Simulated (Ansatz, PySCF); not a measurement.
This Ansatz (a first-principles code) input computes a BLYP/def2-TZVPD energy:

Ansatz 0.2 input:
```yaml
crystal:
  periodic: [false, false, false]
  atoms:
    - {symbol: C, position_ang: [-0.00000000, -0.00000000, -0.62355895]}
    - {symbol: C, position_ang: [0.00000000, 0.00000000, 0.62355895]}
basis:
  gaussian:
    orbitals: def2-TZVPD
hamiltonian:
  xc: {name: BLYP}
output: {forces: true}
```

### Question
Write an input for the same energy in PySCF and say what it gives.

### Answer

```python
from pyscf import gto, scf, dft

mol = gto.M(
    atom='''
    C    -0.00000000   -0.00000000   -0.62355895
    C     0.00000000    0.00000000    0.62355895
    ''',
    basis='def2-tzvpd',
    charge=0,
    spin=0,
    verbose=4,
)

mf = dft.RKS(mol, xc='blyp').density_fit(auxbasis='def2-universal-jkfit')
mf.grids.level = 3
mf.conv_tol = 1e-9
mf.max_cycle = 100
mf.max_memory = 1500
mf.kernel()
if not mf.converged:
    mf = mf.newton()
    mf.kernel(mf.make_rdm1())
mf.analyze()
```
It gives -75.90827 Eh, and Ansatz -75.90825 Eh, a difference of 0.02 mEh, from the treatment of integrals and grids.

This is an excited singlet: at this geometry the triplet lies 0.96 eV lower at wB97M-V/def2-TZVPD.
